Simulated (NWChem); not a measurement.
A series in which one site is exchanged, each optimised at PBE0/def2-SVP with NWChem, gas phase unless a solvent is named. This build's default masses of Se (78.918 u) and Br (79.917 u) are each other's, which moves their modes by up to 0.6 %. For some, no frequency run checked for a minimum. def2 effective core potentials on I; no spin-orbit coupling.

A: [GeH3][I] (GeH$_{3}$I; site = I)
B: [GeH4] (GeH4; site = H)
C: [GeH3][Br] (GeH3Br; site = Br)
D: [Cl][GeH3] (GeH3Cl; site = Cl)

```tsv
quantity	A	B	C	D
dipole (D), PBE0/def2-SVP	(withheld)	0.00	1.90	1.96
orbital gap (eV), PBE0/def2-SVP	(withheld)	11.18	7.68	8.50
vertical ionisation energy, ΔSCF, CAM-B3LYP/def2-SVP (eV)	(withheld)	12.39	10.68	11.25
static polarisability, CAM-B3LYP/def2-SVPD (bohr³)	(withheld)	35.1	54.2	46.3
```

**Question.** Complete the blanks.

**Answer.** 
- dipole (D), PBE0/def2-SVP, A: 1.71
- orbital gap (eV), PBE0/def2-SVP, A: 6.53
- vertical ionisation energy, ΔSCF, CAM-B3LYP/def2-SVP (eV), A: 9.85
- static polarisability, CAM-B3LYP/def2-SVPD (bohr³), A: 68.3
